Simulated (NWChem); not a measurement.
A series in which one site is exchanged, each optimised at PBE0/def2-SVP with NWChem, gas phase unless a solvent is named. This build's default masses of Se (78.918 u) and Br (79.917 u) are each other's, which moves their modes by up to 0.6 %.

A: [BeH][Br] (BeHBr; site = Be)
B: [ZnH][Br] (ZnHBr; site = Zn)
C: [SeH]Br (HSeBr; site = Se)
D: [MgH][Br] (MgHBr; site = Mg)

Values for A:

| Property | Value |
|---|---|
| dipole (D), PBE0/def2-SVP | 0.28 |
| orbital gap (eV), PBE0/def2-SVP | 8.25 |
| vertical ionisation energy, ΔSCF, CAM-B3LYP/def2-SVP (eV) | 11.75 |
| lowest singlet excitation, CAM-B3LYP/def2-SVPD, TDA (eV) | 6.79 |

### Question
How do these values change for the other members?

### Answer
```
change from A                                                  B      C      D
---------------------------------------------------------  -----  -----  -----
dipole (D), PBE0/def2-SVP                                  +1.50  +1.03  +1.19
orbital gap (eV), PBE0/def2-SVP                            -0.46  -3.90  -1.12
vertical ionisation energy, ΔSCF, CAM-B3LYP/def2-SVP (eV)  -0.94  -2.35  -0.99
lowest singlet excitation, CAM-B3LYP/def2-SVPD, TDA (eV)   -0.36  -4.08  -0.84
```
